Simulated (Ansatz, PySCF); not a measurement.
ClH5OSi2, SMILES Cl[Si@@H](O)[SiH3].

Geometry optimised at B3LYP-D3(BJ)/def2-SVP. The structure was generated by enumeration; whether it is a known compound was not checked. One conformer was computed; it need not be the lowest.

Vertical ionisation energy (IE) and electron affinity (EA) in eV. Rows of orbital energies are one-electron estimates. Where ΔSCF, EOM or ADC give a negative EA the extra electron is unbound and the value depends on the basis.

```tsv
level	IE	EA
−ε(HOMO), −ε(LUMO), M06-2X/def2-TZVP (PySCF)	9.28	-0.38
−ε(HOMO), −ε(LUMO), PBE/def2-TZVP (PySCF)	6.97	1.26
ΔSCF, PBE0/def2-SVPD (Ansatz), final states of multiplicity 2 and 2	10.23	-0.90
ΔSCF, PBE/def2-SVPD (Ansatz), final states of multiplicity 2 and 2	9.86	-0.72
```

Question: What vertical singlet–triplet gap does ΔSCF give with PBE0/def2-SVPD (Ansatz, an electronic-structure program) and with PBE/def2-SVPD (Ansatz)? (An estimate is asked for; the answer gives what the named calculation found.)

Answer: 5.91 and 5.52 eV (triplet above singlet where positive).
